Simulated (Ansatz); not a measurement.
Stepwise reaction of `[F][SnH2][F]` with ammonia, as a gas-phase model of exchange steps in deposition or etching. ΔE in kJ/mol.

Calculated with Ansatz (gas phase, PBE0-D4/def2-TZVP geometries, no zero-point term in ΔE). CBS: MP2 limit from def2 TZ/QZ plus the TZ coupled-cluster correction, frozen cores. This one scheme is used for every species. DFT in def2-TZVPP. B3LYP here is the variant with VWN-RPA as its local correlation; programs differ in this. Elements past krypton have def2 core potentials. For Sn outer-core shells are correlated without core-valence functions, which leaves a few kJ/mol of doubt a bond. Each species was taken in one conformer, which may not be the lowest.

```tsv
step	reaction	PBE-D4	B3LYP-D4	ωB97M-V	CCSD(T)/CBS
2	`[NH2][SnH2][F]` + NH₃ → `[NH2][SnH2][NH2]` + H–F	76.5	79.8	77.8	69.3
```

Problem. Give the row of step 1, `[F][SnH2][F]` + NH₃ → `[NH2][SnH2][F]` + H–F. (Estimate.)

Solution. Ansatz gave: 
```csv
step,reaction,PBE-D4,B3LYP-D4,ωB97M-V,CCSD(T)/CBS
1,`[F][SnH2][F]` + NH₃ → `[NH2][SnH2][F]` + H–F,55.1,58.0,55.5,49.3
```

Problem. By hand: ΔE of the 2 steps together at CCSD(T)/CBS.

Solution. (49.3) + (69.3) = 118.6 kJ/mol, or 59.3 kJ/mol a step.

In ΔE each step is higher than the one before. All are uphill at CCSD(T)/CBS. PBE-D4 differs from CCSD(T)/CBS by 5.8 to 7.2 kJ/mol a step. Isolated molecules leave out the surface, adducts and barriers. Largest T1 diagnostic: 0.014.
